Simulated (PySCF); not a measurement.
C₂H₇IOSi, SMILES C[Si](C)(O)I.

The structure is a stationary point at PBE0-D3(BJ)/def2-SVP. The geometry has at least one imaginary mode, so it is a saddle point at that level. The def2 effective core potentials stand for the cores of I; spin–orbit coupling is left out. The values are those of a single conformer.

Level of theory: TDDFT-CAM-B3LYP/def2-SVPD (PySCF 2.14.0).

Vertical excitations. Gas-phase values at a fixed geometry. State labels are in the subgroup Cs.

Problem. Give excitation energies, oscillator strengths and character. (The exact figures need the calculation; the answer reports its results.)

Solution. 
```json
[
 {"state": "S1", "symmetry": "A\"", "energy (eV)": "6.03", "λ (nm)": "206", "f": "0.015", "main pairs": "HOMO→LUMO+1 65 %, HOMO→LUMO 21 %"},
 {"state": "S2", "symmetry": "A'", "energy (eV)": "6.09", "λ (nm)": "204", "f": "0.011", "main pairs": "HOMO−1→LUMO+1 64 %, HOMO−1→LUMO 22 %"},
 {"state": "S3", "symmetry": "A\"", "energy (eV)": "6.86", "λ (nm)": "181", "f": "0.064", "main pairs": "HOMO→LUMO 67 %, HOMO→LUMO+1 13 %"},
 {"state": "S4", "symmetry": "A'", "energy (eV)": "6.96", "λ (nm)": "178", "f": "0.068", "main pairs": "HOMO−1→LUMO 64 %, HOMO−1→LUMO+4 12 %, HOMO−1→LUMO+1 10 %"},
 {"state": "S5", "symmetry": "A\"", "energy (eV)": "7.33", "λ (nm)": "169", "f": "0.026", "main pairs": "HOMO→LUMO+2 47 %, HOMO→LUMO+4 12 %, HOMO→LUMO+8 10 %, HOMO−3→LUMO 9 %"},
 {"state": "S6", "symmetry": "A'", "energy (eV)": "7.49", "λ (nm)": "165", "f": "0.026", "main pairs": "HOMO−1→LUMO+2 43 %, HOMO−1→LUMO+4 15 %, HOMO−1→LUMO+1 12 %"},
 {"state": "S7", "symmetry": "A\"", "energy (eV)": "7.54", "λ (nm)": "165", "f": "0.037", "main pairs": "HOMO−3→LUMO 59 %, HOMO−3→LUMO+1 11 %"},
 {"state": "S8", "symmetry": "A\"", "energy (eV)": "7.77", "λ (nm)": "160", "f": "0.003", "main pairs": "HOMO→LUMO+5 37 %, HOMO→LUMO+4 30 %, HOMO→LUMO+1 11 %, HOMO→LUMO+8 7 %"},
 {"state": "S9", "symmetry": "A'", "energy (eV)": "7.79", "λ (nm)": "159", "f": "0.025", "main pairs": "HOMO→LUMO+3 53 %, HOMO−1→LUMO+5 22 %"},
 {"state": "S10", "symmetry": "A\"", "energy (eV)": "7.82", "λ (nm)": "159", "f": "0.002", "main pairs": "HOMO−1→LUMO+3 35 %, HOMO→LUMO+4 22 %, HOMO→LUMO+5 17 %, HOMO→LUMO+2 17 %"},
 {"state": "T1", "symmetry": "A\"", "energy (eV)": "5.59", "λ (nm)": "222", "f": "0", "main pairs": "HOMO→LUMO+1 61 %, HOMO→LUMO 18 %, HOMO→LUMO+4 13 %"},
 {"state": "T2", "symmetry": "A'", "energy (eV)": "5.64", "λ (nm)": "220", "f": "0", "main pairs": "HOMO−1→LUMO+1 61 %, HOMO−1→LUMO 18 %, HOMO−1→LUMO+4 13 %"},
 {"state": "T3", "symmetry": "A\"", "energy (eV)": "6.69", "λ (nm)": "185", "f": "0", "main pairs": "HOMO→LUMO 61 %, HOMO→LUMO+4 14 %, HOMO→LUMO+2 10 %"},
 {"state": "T4", "symmetry": "A'", "energy (eV)": "6.77", "λ (nm)": "183", "f": "0", "main pairs": "HOMO−1→LUMO 45 %, HOMO−2→LUMO+1 14 %, HOMO−1→LUMO+4 12 %"}
]
```
Triplets are in the Tamm–Dancoff approximation, which puts them higher than full response would, so one can lie above its singlet here.
